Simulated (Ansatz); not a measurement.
**A barrier at the coupled-cluster level**

Start structure (AlH2Cl3, singlet), relaxed at PBE0-D4/def2-TZVP:

Al1  (0.151, 0.589, -0.482)
H2  (1.467, -0.220, -0.766)
Cl3  (-1.444, 0.494, -1.843)
Cl4  (0.202, 2.251, 0.799)
H5  (0.326, -1.933, 1.063)
Cl6  (-0.702, -1.180, 1.229)
(Å)

The step: AlHCl₂ ([Cl][AlH][Cl]) + HCl → AlCl₃ ([Cl][Al]([Cl])[Cl]) + H₂; bonds formed: H2–H5; dative contacts that become bonds: Al1–Cl6; bonds broken: Al1–H2, H5–Cl6. Ansatz 0.2.0; basis: def2-TZVPP and def2-QZVPP; cores frozen in the correlated methods. Extrapolation: Hartree–Fock as exp(−7.88 √X), correlation as X^−2.97. Energies below are by CCSD(T) at an estimated basis limit (MP2 extrapolated from triple and quadruple zeta, plus CCSD(T) − MP2 in triple zeta).

Task: What are the electronic barrier and the energy of the step, from the start structure to the end structure? (An estimate is asked for; the value comes from the calculation.)

Result: Computed: Barrier 34.5 kJ/mol; step energy -115.7 kJ/mol (downhill); reverse barrier, their difference, 150.2 kJ/mol. Barrier and step energy count from the start structure, the reverse barrier from the end structure.

The saddle point: One imaginary mode of 590i cm⁻¹.
| pair | start (Å) | saddle (Å) | end (Å) |
| --- | --- | --- | --- |
| Al1–Cl6 | 2.60 | 2.41 | 2.08 |
| H2–H5 | 2.75 | 1.33 | 0.76 |
| Al1–H2 | 1.57 | 1.64 | 2.26 |
| H5–Cl6 | 1.29 | 1.41 | 2.86 |

Zero-point energy (harmonic, PBE0-D4): ZPE is 48.9 kJ/mol at the start and 46.5 kJ/mol at the saddle, so the barrier goes from 34.5 to 32.1 kJ/mol.

No T1 diagnostic of these runs exceeds 0.009. The start structure is not quite a true minimum (one mode of 79i cm⁻¹).

Labels in which every atom is bracketed show which atoms are joined, not bond orders.

For scale, one of the runs: CCSD(T)/def2-TZVPP, 196 basis functions (an equivalent command: `ansatz run in.yaml --threads 4`). Hardware: 4 CPU threads, shared host. Wall time 59 s; peak host memory 2 GiB.
